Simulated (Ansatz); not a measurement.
`[GaH2][GaH][GeH3]` + `C[SiH2]N` → `C[SiH2][NH][GeH3]` + `[GaH2][GaH2]` at 400 K and 1 bar (cleavage of the Ge–Ga bond).

Gas-phase electronic energies from Ansatz, PBE0-D4/def2-TZVP geometries. CCSD(T)/CBS is the MP2 limit (def2-TZVPP, def2-QZVPP) plus CCSD(T) − MP2 in def2-TZVPP, frozen cores. For Ga, Ge outer-core shells are correlated without core-valence functions, which leaves a few kJ/mol of doubt a bond. Scalar relativity is left out up to krypton. One conformer a species, not always the lowest.

```csv
species,CCSD(T)/CBS energy (Eh),H − E (kJ/mol),S (J/(mol·K))
`[GaH2][GaH][GeH3]`,-5927.57610,149.0,432.2
`C[SiH2]N`,-386.08232,236.0,334.0
`C[SiH2][NH][GeH3]`,-2463.39859,282.7,421.9
`[GaH2][GaH2]`,-3850.24627,92.8,321.0
```

H − E and S are ideal-gas, rigid-rotor, harmonic terms from PBE0-D4/def2-TZVP, for one conformer and one mirror image of each species. 1 Eh = 2625.50 kJ/mol, R = 8.31446 J/(mol·K).

By hand: ΔE, ΔH, ΔS and ΔG.

ΔE = (-2463.39859) + (-3850.24627) − (-5927.57610) − (-386.08232) = 0.01356 Eh = 35.6 kJ/mol. Δ(H − E) = 282.7 + 92.8 − 149.0 − 236.0 = -9.5, so ΔH = 26.1 kJ/mol. ΔS = 421.9 + 321.0 − 432.2 − 334.0 = -23.3 J/(mol·K). ΔG = 26.1 − 400 × (-23.3)/1000 = 35.4 kJ/mol.

By hand: the equilibrium constant, and the temperature at which ΔG would vanish if ΔH and ΔS stayed fixed.

log₁₀ K = −ΔG/(RT ln 10) = -4.6. ΔH and −TΔS have one sign here, so there is no such temperature.

TΔS isn't small against ΔH here. A doubt of 5 kJ/mol in ΔE shifts log₁₀ K by 0.7 here. Other conformers and mirror images would add mixing entropy, several J/(mol·K) or more a flexible species. Modes under 60 cm⁻¹, often nearly free rotors, make the harmonic entropy too high. These are equilibria of isolated gas molecules and say nothing of rates. Largest T1 diagnostic: 0.014 (customary marks: 0.02 for closed shells, 0.045 for open ones).
